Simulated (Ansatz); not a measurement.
A geometry relaxed with Ansatz (a program for electronic structure) with CAM-B3LYP-D3(BJ)/def2-TZVP, charge 0, multiplicity 1:

```xyz
6

H     -1.6462     1.1243    -0.0201
B     -1.1090     0.0584    -0.0103
N      0.2866    -0.0151     0.0025
H     -1.7553    -0.9452    -0.0113
H      2.6945    -0.1418     0.0251
B      1.5295    -0.0805     0.0141
```

Task: Write the SMILES of this molecule.

Result: `B=NB`
